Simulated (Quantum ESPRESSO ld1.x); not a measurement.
Q: The mean radii <r> (bohr) of the occupied orbitals of an atom or ion are listed with their occupations. Method: scalar-relativistic Kohn-Sham, LDA (Slater exchange, Perdew-Zunger correlation), spin-unpolarised, spherical densities, point nucleus; computed with ld1.x of Quantum ESPRESSO 7.5.

| orbital | occ. | <r> |
|---|---|---|
| 1s | 2 | 0.03112 |
| 2s | 2 | 0.1326 |
| 2p | 6 | 0.1152 |
| 3s | 1 | 0.3190 |

Name the element and its charge.

A: Z = 47, silver, charge +36: Ag36+ in [Ne] 3s1. The 1s radius gives Z: for a bare nucleus <r> = (2 gamma + 1)/(2Z) with gamma = sqrt(1 - (Z/c)^2), 0.03062 bohr for Z = 47, and screening makes it slightly larger (0.03112 here). The occupations add up to 11, and the charge is Z minus that.
